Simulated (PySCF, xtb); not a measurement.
InH2Cl, SMILES [InH2][Cl].

GFN2-xTB in xtb 6.7.1 at its own geometry gives an orbital gap of 4.43 eV and a dipole moment of 1.26 D.

Geometry optimised at PBE-D3(BJ)/def2-TZVP. The def2 effective core potentials stand for the cores of In; spin–orbit coupling is left out.

Q: What does PySCF with ωB97X/def2-TZVPD give? (An estimate is asked for; the answer gives what the named calculation found.)

A: gap 10.33 eV (levels -10.62 and -0.29 eV), dipole 3.10 D.
